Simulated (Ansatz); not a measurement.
Geometry optimisation, RKS PBE-D4/def2-SVP in Ansatz.

Input:

```yaml
crystal:
  periodic: [false, false, false]
  atoms:
    - { symbol: Ga, position_ang: [-1.40534, 0.798564, -1.016472] }
    - { symbol: F, position_ang: [0.174865, 0.466349, -1.799061] }
    - { symbol: H, position_ang: [-2.494373, -0.259409, -1.414271] }
    - { symbol: H, position_ang: [-1.410701, 2.167144, -0.252169] }
    - { symbol: H, position_ang: [0.289935, -0.778358, 1.405989] }
    - { symbol: O, position_ang: [-0.669573, -0.880284, 1.560727] }
    - { symbol: H, position_ang: [1.834374, -0.206021, -0.571065] }
    - { symbol: O, position_ang: [2.203002, -0.239287, 0.3323] }
    - { symbol: H, position_ang: [-0.847102, -1.775852, 1.213802] }
    - { symbol: H, position_ang: [2.324913, 0.707256, 0.540319] }
basis:
  gaussian: { orbitals: def2-SVP }
hamiltonian:
  xc: pbe
  dispersion: d4
relax:
  f_tol: 0.03
  max_steps: 50
output:
  orbitals: {}
```

Launched with:

```bash
$ ansatz run input.yaml --threads 2 --pin off --max-ram 3072MiB --backend cpu --events-out ev --progress --plain --runs-dir out
```

**Question.** Where does it end, and by what steps?

**Answer.** The forces met the threshold. After 8 steps the energy has fallen by 1.067 eV; O6 moved furthest, 0.64 Å. Joined: Ga1–O6 (3.16 → 2.07 Å).

```json
{"step": "0", "energy less start (eV)": "0.0000", "largest force component (eV/Å)": "0.523", "accepted": "yes"}
{"step": "1", "energy less start (eV)": "-0.2370", "largest force component (eV/Å)": "0.906", "accepted": "yes"}
{"step": "2", "energy less start (eV)": "-0.5429", "largest force component (eV/Å)": "1.477", "accepted": "yes"}
{"step": "3", "energy less start (eV)": "-0.9062", "largest force component (eV/Å)": "0.644", "accepted": "yes"}
{"step": "4", "energy less start (eV)": "-1.0241", "largest force component (eV/Å)": "0.808", "accepted": "yes"}
{"step": "5", "energy less start (eV)": "-1.0593", "largest force component (eV/Å)": "0.211", "accepted": "yes"}
{"step": "6", "energy less start (eV)": "-1.0653", "largest force component (eV/Å)": "0.111", "accepted": "yes"}
{"step": "7", "energy less start (eV)": "-1.0656", "largest force component (eV/Å)": "0.088", "accepted": "yes"}
{"step": "8", "energy less start (eV)": "-1.0669", "largest force component (eV/Å)": "0.018", "accepted": "yes"}
```

```xyz
10
Properties=species:S:1:pos:R:3
Ga -1.255 0.517 -0.623
F 0.330 0.258 -1.568
H -2.378 -0.432 -1.190
H -1.287 2.000 -0.099
H 0.455 -0.495 0.938
O -0.588 -0.534 1.027
H 1.468 -0.087 -0.523
O 1.849 -0.299 0.391
H -0.823 -1.478 0.955
H 2.228 0.549 0.691
```

Whether the end is a true minimum wasn't checked by a vibrational analysis.

Run time: 12 s on 2 threads of Intel(R) Xeon(R) Platinum 8488C (Sapphire Rapids), with other jobs on the host, peak memory 0.16 GiB.
